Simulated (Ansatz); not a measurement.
Consider the isomerisation: `BB(C)OC` → `BBCOC`.

Program: Ansatz. Geometries: PBE0-D4/def2-TZVP. ΔE: electronic, gas phase. CCSD(T)/CBS adds triple-zeta CCSD(T) − MP2 to the extrapolated MP2 energy (def2 sets, frozen cores). Functionals use def2-TZVPP. B3LYP here is the variant with VWN-RPA as its local correlation; programs differ in this. One conformer a species, not always the lowest.

```json
{"level": "PBE-D4", "ΔE (kJ/mol)": "206.2", "difference from CCSD(T)/CBS": "-11.1"}
{"level": "r2SCAN-D4", "ΔE (kJ/mol)": "211.3", "difference from CCSD(T)/CBS": "-6.0"}
{"level": "PBE0-D4", "ΔE (kJ/mol)": "209.8", "difference from CCSD(T)/CBS": "-7.5"}
{"level": "B3LYP-D4", "ΔE (kJ/mol)": "211.1", "difference from CCSD(T)/CBS": "-6.2"}
{"level": "ωB97X-V", "ΔE (kJ/mol)": "208.3", "difference from CCSD(T)/CBS": "-9.0"}
{"level": "ωB97M-V", "ΔE (kJ/mol)": "212.6", "difference from CCSD(T)/CBS": "-4.7"}
{"level": "B2PLYP", "ΔE (kJ/mol)": "214.6", "difference from CCSD(T)/CBS": "-2.7"}
{"level": "PBE", "ΔE (kJ/mol)": "204.8", "difference from CCSD(T)/CBS": "-12.5"}
{"level": "r2SCAN", "ΔE (kJ/mol)": "210.9", "difference from CCSD(T)/CBS": "-6.4"}
{"level": "PBE0", "ΔE (kJ/mol)": "208.5", "difference from CCSD(T)/CBS": "-8.8"}
{"level": "B3LYP", "ΔE (kJ/mol)": "208.7", "difference from CCSD(T)/CBS": "-8.6"}
{"level": "HF/def2-TZVPP", "ΔE (kJ/mol)": "209.1", "difference from CCSD(T)/CBS": "-8.2"}
{"level": "MP2/def2-TZVPP", "ΔE (kJ/mol)": "222.9", "difference from CCSD(T)/CBS": "5.6"}
{"level": "SCS-MP2/def2-TZVPP", "ΔE (kJ/mol)": "218.2", "difference from CCSD(T)/CBS": "0.9"}
{"level": "CCSD/def2-TZVPP", "ΔE (kJ/mol)": "216.0", "difference from CCSD(T)/CBS": "-1.3"}
{"level": "CCSD(T)/def2-TZVPP", "ΔE (kJ/mol)": "217.3", "difference from CCSD(T)/CBS": "0.0"}
{"level": "HF/def2-QZVPP", "ΔE (kJ/mol)": "209.5", "difference from CCSD(T)/CBS": "-7.8"}
{"level": "MP2/def2-QZVPP", "ΔE (kJ/mol)": "223.1", "difference from CCSD(T)/CBS": "5.8"}
{"level": "SCS-MP2/def2-QZVPP", "ΔE (kJ/mol)": "218.6", "difference from CCSD(T)/CBS": "1.3"}
{"level": "HF/CBS(def2)", "ΔE (kJ/mol)": "209.6", "difference from CCSD(T)/CBS": "-7.7"}
{"level": "MP2/CBS(def2)", "ΔE (kJ/mol)": "223.0", "difference from CCSD(T)/CBS": "5.7"}
{"level": "CCSD/CBS(def2)", "ΔE (kJ/mol)": "216.0", "difference from CCSD(T)/CBS": "-1.3"}
{"level": "CCSD(T)/CBS", "ΔE (kJ/mol)": "217.3", "difference from CCSD(T)/CBS": "0"}
```

Largest T1 diagnostic among the species: 0.013.

In def2-TZVPP, CCSD(T) changes the Hartree–Fock value by +8.1 kJ/mol (the triples alone add +1.3 kJ/mol) and MP2 by +13.8 kJ/mol. From PBE to PBE0 (25 % exact exchange), in def2-TZVPP and without D4, ΔE moves by +3.7 kJ/mol.
